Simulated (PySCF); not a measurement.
Where the electron goes

Compound: SnHMe2Cl, C₂H₇ClSn.
Structure used (PBE0-D3(BJ)/def2-SVP), in Å, numbered top down from 1:
```xyz
11
C2H7ClSn angstrom
Sn    -0.2707   -0.4588    0.5160
H     -0.4273   -0.6997    2.2080
C      1.7538   -0.5639   -0.1686
H      2.3552    0.2502    0.2607
H      1.7650   -0.4866   -1.2647
H      2.1867   -1.5297    0.1263
C     -1.3635    1.2361   -0.1994
H     -2.4092    1.1617    0.1292
H     -1.3323    1.2429   -1.2977
H     -0.9273    2.1696    0.1840
Cl    -1.3305   -2.3219   -0.4940
```

Level of theory: PySCF, TDDFT CAM-B3LYP/def2-SVPD, vertical, gas phase, core orbitals frozen in the response, def2 core potentials past Kr. Spin–orbit coupling is left out.

Kohn–Sham orbitals with the atoms that hold most of them (Löwdin shares over 4%, at most four atoms; ? is withheld):

```csv
orbital,ε (eV),atoms
HOMO-3,-10.67,"Cl11 46%, Sn1 19%, C3 10%, C7 10%"
HOMO-2,-10.51,"Cl11 47%, Sn1 15%, C7 13%, C3 13%"
HOMO-1,-9.58,?
HOMO,-9.43,?
LUMO,?,"Sn1 43%, Cl11 19%, H2 12%, C7 7%"
LUMO+1,0.70,"Sn1 35%, Cl11 15%, C7 10%, C3 10%"
LUMO+2,1.19,"Sn1 40%, H2 22%, Cl11 10%, C7 10%"
```

(1) Give the leading atoms of the HOMO.

(2) Which atoms hold the HOMO-1, and with what shares?

(3) What is the LUMO energy, and the HOMO–LUMO gap?

Results:

(1) Cl11 (bonded to Sn) 46%; C3 (bonded to Sn and 3 H) 16%; C7 (bonded to Sn and 3 H) 16%; Sn1 (bonded to 2 C, Cl and H) 12%. By element: chlorine 46%, carbon 31%, tin 12%.

(2) Cl11 (bonded to Sn) 61%; Sn1 (bonded to 2 C, Cl and H) 14%; H2 (bonded to Sn) 12%; C7 (bonded to Sn and 3 H) 5%.

(3) ε(LUMO) = 0.53 eV; the gap is 9.96 eV (0.3661 hartree).

Question: How does S1 compare with the orbital gap of 9.96 eV?

Answer: S1 is at 6.55 eV (f = 0.022), 3.41 eV below the gap, made of HOMO→LUMO (73%), HOMO→LUMO+1 (19%). Without the coupling terms of the response equations the lowest excitation would equal the gap.

Question: Give energy, strength and leading configuration of S1 and S2, and follow the Löwdin shares of the leading atoms from the occupied to the empty orbital.

Answer: 
- S1 (6.55 eV, f 0.022), HOMO→LUMO (73%): Cl11 46% → 19%, C3 16% → at most 8%, Sn1 12% → 43%
- S2 (6.63 eV, f 0.028), HOMO-1→LUMO (70%): Cl11 61% → 19%, Sn1 14% → 43%

Löwdin shares depend on the basis, the more so with diffuse functions.
